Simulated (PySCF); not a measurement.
A GIAO shielding run with PySCF 2.14 (density fitting, non-relativistic, gas phase) on SMILES C[SiH2][Si@@H](C)[SiH2][C@@H](F)C=O, C4H13FOSi3:

```
$ OMP_NUM_THREADS=1 python probes_run.py task.json out

{"job": {"kind": "nmr", "xc": "PBE0", "basis": "pcSseg-1"}, "charge": 0, "multiplicity": 1}
C      2.651811    -0.002254    -2.114909
Si     1.541915     0.713543    -0.743824
Si    -0.080158    -0.864617    -0.128851
C      0.727237    -2.528120     0.355523
Si    -1.496949    -0.275790     1.622241
C     -1.867517     1.629832     1.368408
F     -0.649429     2.288524     1.299717
C     -2.619568     1.783064     0.121067
O     -3.773634     1.471507    -0.032372
H      3.174343    -0.892254    -1.776087
H      2.069333    -0.277499    -2.989725
H      3.402470     0.714883    -2.434363
H      2.403564     1.087438     0.385571
H      0.934809     1.943693    -1.265490
H     -0.955133    -1.190164    -1.282411
H      1.374640    -2.421131     1.221274
H      1.332092    -2.921046    -0.456169
H     -0.018925    -3.279653     0.596841
H     -0.918161    -0.285528     2.974591
H     -2.839656    -0.844613     1.769688
H     -2.403741     2.022270     2.231597
H     -1.999752     2.147299    -0.723166
```

Hardware: 1 thread of an Arm Neoverse N1, shared host. The job also computes population analyses, field gradients.

Problem. How large is the calculation?

Solution. 96 electrons, 239 basis functions and 1311 auxiliary functions.

Problem. How long does it take, and how much memory does it need?

Solution. 2.2 min of wall time, with 14 SCF cycles and 5 response iterations; peak memory 1.1 GiB. Times on a shared host scatter by some tens of per cent.
